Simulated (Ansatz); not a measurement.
Reaction (substitution at a C–C bond): `B/C=C/CC` + `BC(O)[SiH3]` → `BC([SiH3])OC` + `B/C=C/C`

Calculated with Ansatz (gas phase, PBE0-D4/def2-TZVP geometries, no zero-point term in ΔE). CCSD(T)/CBS is the MP2 limit (def2-TZVPP, def2-QZVPP) plus CCSD(T) − MP2 in def2-TZVPP, frozen cores. Double bonds are as drawn, so ΔE can hold a change between cis and trans. DFT in def2-TZVPP. B3LYP here is the variant with VWN-RPA as its local correlation; programs differ in this. Each species was taken in one conformer, which may not be the lowest.

```json
{"level": "PBE-D4", "ΔE (kJ/mol)": "33.8", "difference from CCSD(T)/CBS": "-8.5"}
{"level": "r2SCAN-D4", "ΔE (kJ/mol)": "35.2", "difference from CCSD(T)/CBS": "-7.1"}
{"level": "PBE0-D4", "ΔE (kJ/mol)": "37.6", "difference from CCSD(T)/CBS": "-4.7"}
{"level": "B3LYP-D4", "ΔE (kJ/mol)": "34.3", "difference from CCSD(T)/CBS": "-8.0"}
{"level": "ωB97X-V", "ΔE (kJ/mol)": "37.3", "difference from CCSD(T)/CBS": "-5.0"}
{"level": "B2PLYP", "ΔE (kJ/mol)": "38.4", "difference from CCSD(T)/CBS": "-3.9"}
{"level": "B3LYP", "ΔE (kJ/mol)": "35.9", "difference from CCSD(T)/CBS": "-6.4"}
{"level": "HF/CBS(def2)", "ΔE (kJ/mol)": "41.2", "difference from CCSD(T)/CBS": "-1.1"}
{"level": "MP2/CBS(def2)", "ΔE (kJ/mol)": "46.3", "difference from CCSD(T)/CBS": "4.0"}
{"level": "CCSD/CBS(def2)", "ΔE (kJ/mol)": "43.8", "difference from CCSD(T)/CBS": "1.5"}
{"level": "CCSD(T)/CBS", "ΔE (kJ/mol)": "42.3", "difference from CCSD(T)/CBS": "0"}
```

Largest T1 diagnostic among the species: 0.013.

From PBE to PBE0 (25 % exact exchange), in def2-TZVPP and without D4, ΔE moves by +3.7 kJ/mol.
